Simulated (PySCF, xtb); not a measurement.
Ge(F)(Cl)(OH)2 (ClFGeH₂O₂), SMILES [Cl][Ge]([OH])([F])[OH]. One conformer was computed; it need not be the lowest.

Harmonic wavenumbers (cm⁻¹) from GFN2-xTB run with xtb 6.7.1 at its own minimum, in rising order: 124, 138, 181, 194, 216, 237, 247, 393, 457, 580, 619, 799, 812, 3602, 3630.

What does PBE-D3(BJ)/def2-SVP in PySCF give at its own minimum? (An estimate is asked for; the answer gives what the named calculation found.)

113, 127, 179, 200, 236, 242, 264, 433, 679, 719, 740, 896, 916, 3709, 3718. Paired by order, the mean absolute difference is 66 cm⁻¹ and the zero-point energies are 17.5 and 18.8 kcal/mol.
